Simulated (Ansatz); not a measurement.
# Ligand exchange: SnH(CH3)3 + InH2I → Sn(CH3)3I + InH3

Species: SnH(CH3)3, singlet; InH2I `[InH2][I]`, singlet; Sn(CH3)3I (iodotrimethylstannane), singlet; InH3 `[InH3]`, singlet. The partners trade H for I: Sn–H and In–I bonds give way to Sn–I and In–H.

Shapes, held fixed at every level: PBE0-D4/def2-TZVP. Programs: Ansatz 0.2.0. The zero-point and thermal change to 298 K, harmonic and unscaled (PBE0-D4/def2-TZVP), is -1.8 kJ/mol.

Q: Estimate ΔH(298 K) of this reaction.

A: The highest level, CCSD(T)/def2-TZVPP, gives ΔH(298 K) = +24.2 kJ/mol; the levels span +20.6 to +28.9. The column of differences is taken from that level and isn't an error. No measured value is set beside it here. For atoms past krypton def2 sets carry core potentials with scalar relativity. Outer-core shells of I, In, Sn are correlated, in sets that cover them unevenly.

```tsv
level	kind	ΔH(298 K) (kJ/mol)	less CCSD(T)/def2-TZVPP
HF/def2-TZVPP	Hartree–Fock	+28.9	+4.7
BHLYP-D4/def2-TZVPP	global hybrid	+20.8	-3.4
PBE0-D4/def2-TZVPP	global hybrid	+21.5	-2.7
wB97M-V/def2-TZVPP	range-separated hybrid	+20.6	-3.6
B2PLYP/def2-TZVPP	double hybrid	+25.5	+1.3
MP2/def2-TZVPP	perturbation theory	+21.2	-3.0
CCSD(T)/def2-SVP	coupled cluster or CI	+28.8	+4.6
CCSD(T)/def2-TZVPP	coupled cluster or CI	+24.2	0.0
```
